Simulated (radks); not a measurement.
Question: Neutral ruthenium: order these configurations by energy. All-electron calculation, Dirac Kohn-Sham, relativistic LDA (MacDonald-Vosko exchange, VWN5 correlation), spin-unpolarised, spherical densities, finite nucleus; Fermi nuclear charge, rms radius of each element as measured or else 0.836 A^(1/3) + 0.57 fm. Program: a radial shooting solver on a logarithmic mesh with Libxc functionals. Sub-shells are occupied by j as written (lower j first in brackets). [Kr] 4d(3/2: 3, 5/2: 4) 5p(1/2: 1, 3/2: 0); [Kr] 4d(3/2: 3, 5/2: 4) 5s1; [Kr] 4d(3/2: 4, 5/2: 2) 5s1 5p(1/2: 1, 3/2: 0); [Kr] 4d(3/2: 4, 5/2: 2) 5s2; [Kr] 4d(3/2: 4, 5/2: 3) 5p(1/2: 1, 3/2: 0); [Kr] 4d(3/2: 4, 5/2: 3) 5s1; [Kr] 4d(3/2: 4, 5/2: 4).

Answer: From the lowest, in eV above it: [Kr] 4d(3/2: 4, 5/2: 4) 0.000; [Kr] 4d(3/2: 4, 5/2: 3) 5s1 0.151; [Kr] 4d(3/2: 3, 5/2: 4) 5s1 0.475; [Kr] 4d(3/2: 4, 5/2: 2) 5s2 1.634; [Kr] 4d(3/2: 4, 5/2: 3) 5p(1/2: 1, 3/2: 0) 3.616; [Kr] 4d(3/2: 3, 5/2: 4) 5p(1/2: 1, 3/2: 0) 3.945; [Kr] 4d(3/2: 4, 5/2: 2) 5s1 5p(1/2: 1, 3/2: 0) 5.531.
